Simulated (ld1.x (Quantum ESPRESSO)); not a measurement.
**hafnium (Hf), TM: configuration errors across variants**

```json
{"Element": "Hf", "Generator": "ld1.x (Quantum ESPRESSO) 7.5", "Type": "norm-conserving Troullier–Martins (Kleinman–Bylander form)", "Functional": "LDA (PZ)", "Relativity": "fully relativistic", "Frozen core": "[Kr] 4d10 4f14 5s2", "Valence charge": "10", "Reference configuration": "5p6 5d2 6s2 6p0", "Partial waves": "6s (bound): rc 3.00 bohr; 5d (bound): rc 2.25 bohr; 5p (bound): rc 2.05 bohr", "Local potential": "the p channel", "Core correction": "none"}
```

Open shells are filled in proportion to 2j + 1 (rel_dist='average').

All-electron excitation energies from the reference (eV): (1) 5p6 5d2 6s1 6p0 8.200; (2) 5p6 5d2 6s0 6p0 22.701; (3) 5p6 5d1 6s0 6p0 44.795; (4) 5p6 5d3 6s1 6p0 2.580; (5) 5p6 5d1 6s2 6p1 2.054; (6) 5p6 5d2 6s0 6p1 12.952; (7) 5p6 5d1 6s2 6p0 6.733.

A true bound ghost makes a file unfit for plane-wave use even where its test errors are small: the radial tests pick states by their node count and pass the ghost by.

The file “base” misses its own reference levels by 5.4 eV. The file “wave 5d (bound): rc 2.25 bohr becomes 5d (bound): rc 1.44 bohr” misses its own reference levels by 5.4 eV. The file “wave 5d (bound): rc 2.25 bohr becomes 5d (bound): rc 1.70 bohr” misses its own reference levels by 5.4 eV. The file “wave 5d (bound): rc 2.25 bohr becomes 5d (bound): rc 1.98 bohr” misses its own reference levels by 5.4 eV. The file “wave 5d (bound): rc 2.25 bohr becomes 5d (bound): rc 2.24 bohr” misses its own reference levels by 5.4 eV. The file “wave 5d (bound): rc 2.25 bohr becomes 5d (bound): rc 2.38 bohr” misses its own reference levels by 5.4 eV. The file “wave 5d (bound): rc 2.25 bohr becomes 5d (bound): rc 2.66 bohr” misses its own reference levels by 5.4 eV. The file “wave 5d (bound): rc 2.25 bohr becomes 5d (bound): rc 2.84 bohr” misses its own reference levels by 5.4 eV. The file “wave 5d (bound): rc 2.25 bohr becomes 5d (bound): rc 3.16 bohr” misses its own reference levels by 5.4 eV.

Errors AE − PS in meV (a dash: test not solved or not reliable):

| change | (1) | (2) | (3) | (4) | (5) | (6) | (7) | bound ghosts |
| --- | --- | --- | --- | --- | --- | --- | --- | --- |
| base | +0.4 | +6.0 | +56 | -12 | +131 | +172 | -12 | p1/2 (extra level of the local part), s |
| wave 5d (bound): rc 2.25 bohr becomes 5d (bound): rc 1.44 bohr | +0.4 | +6.0 | +56 | -12 | +131 | +172 | -12 | p1/2 (extra level of the local part), s |
| wave 5d (bound): rc 2.25 bohr becomes 5d (bound): rc 1.70 bohr | +0.4 | +6.0 | +56 | -12 | +131 | +172 | -12 | p1/2 (extra level of the local part), s |
| wave 5d (bound): rc 2.25 bohr becomes 5d (bound): rc 1.98 bohr | +0.4 | +5.9 | +56 | -12 | +131 | +172 | -12 | p1/2 (extra level of the local part), s |
| wave 5d (bound): rc 2.25 bohr becomes 5d (bound): rc 2.24 bohr | +0.4 | +5.9 | +56 | -12 | +131 | +172 | -12 | p1/2 (extra level of the local part), s |
| wave 5d (bound): rc 2.25 bohr becomes 5d (bound): rc 2.38 bohr | +0.4 | +6.1 | +56 | -12 | +131 | +173 | -11 | p1/2 (extra level of the local part), s |
| wave 5d (bound): rc 2.25 bohr becomes 5d (bound): rc 2.66 bohr | +0.6 | +6.5 | +57 | -10.0 | +134 | +173 | -9.0 | p1/2 (extra level of the local part), s |
| wave 5d (bound): rc 2.25 bohr becomes 5d (bound): rc 2.84 bohr | +0.7 | +6.5 | +59 | -7.3 | +138 | +173 | -5.0 | p1/2 (extra level of the local part), s |
| wave 5d (bound): rc 2.25 bohr becomes 5d (bound): rc 3.16 bohr | +0.6 | +4.7 | +65 | -1.2 | +148 | +173 | +4.5 | p1/2 (extra level of the local part), s |

Task: Give the same row for: wave 5d (bound): rc 2.25 bohr becomes 5d (bound): rc 3.34 bohr.

Result: +0.4, +2.1, +70, +3.2, +155, +172, +12; bound ghosts: p1/2 (extra level of the local part), s.
